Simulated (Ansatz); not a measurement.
Reaction (formal hydrolysis of the Si–Br bond): `F[Si]Br` + H₂O → `O[Si]F` + HBr

Calculated with Ansatz (gas phase, PBE0-D4/def2-TZVP geometries, no zero-point term in ΔE). CCSD(T)/CBS adds triple-zeta CCSD(T) − MP2 to the extrapolated MP2 energy (def2 sets, frozen cores). This one scheme is used for every species. DFT in def2-TZVPP. For Br outer-core shells are correlated without core-valence functions, which leaves a few kJ/mol of doubt a bond. Scalar relativity is left out up to krypton. One conformer a species, not always the lowest.

```csv
species,B2PLYP energy (Eh)
`F[Si]Br`,-2963.07245
H₂O,-76.41329
`O[Si]F`,-465.12090
HBr,-2574.37376
```

Problem. Work out ΔE.

Solution. ΔE = (-465.12090) + (-2574.37376) − (-2963.07245) − (-76.41329) = -0.00892 Eh = -0.24 eV. CCSD(T)/CBS gives -0.18 eV.

Largest T1 diagnostic among the species: 0.015.

From BLYP to BHLYP (50 % exact exchange), in def2-TZVPP and without D4, ΔE moves by −0.05 eV. Leaving LDA and LC-ωPBE aside and taking each functional with its dispersion term where it has one, the values, not all of them listed here, spread over 0.21 eV, from CAM-B3LYP-D4 to revPBE-D4. LDA lies −0.09 eV from PBE without D4.
